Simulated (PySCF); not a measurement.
Species: C₃H₁₂OSi₂, charge 0, multiplicity 1. SMILES: C[Si](C)(C)O[SiH3]
Geometry from a B3LYP-D3(BJ)/def2-TZVP (Ansatz) optimisation:
```xyz
18

C     -1.2112    -0.0319     1.7624
Si    -0.7694    -0.1013    -0.0539
C     -1.2059     1.5133    -0.8918
C     -1.6169    -1.5376    -0.8917
O      0.8596    -0.3496    -0.1950
Si     2.3468     0.2368     0.1248
H     -0.6938     0.7890     2.2645
H     -2.2847     0.1189     1.9000
H     -0.9360    -0.9596     2.2690
H     -0.6901     2.3547    -0.4231
H     -0.9258     1.4960    -1.9473
H     -2.2796     1.7082    -0.8336
H     -1.3409    -2.4832    -0.4203
H     -1.3382    -1.5947    -1.9461
H     -2.7037    -1.4389    -0.8361
H      2.5505     0.3779     1.5878
H      3.3553    -0.6999    -0.4177
H      2.5309     1.5683    -0.5036
```
Charge 0, spin multiplicity 1.

Dispersion corrections to the total energy (kcal/mol) from the dftd3 and dftd4 libraries through PySCF: D3(BJ) without and D4 with the three-body term, each with the damping fitted for the functional named.

```csv
functional,D3(BJ),D4
PBE,-9.87,-9.93
HF,-68.64,-32.23
CAM-B3LYP,___,-8.74
B2GP-PLYP,-7.07,-4.36
LC-wPBE,-9.86,-11.03
BHLYP,___,-12.19
B2PLYP,-8.34,___
```

Problem. What belongs in the gaps?

Solution. 
- CAM-B3LYP, D3(BJ): -8.44
- BHLYP, D3(BJ): -13.83
- B2PLYP, D4: -7.01
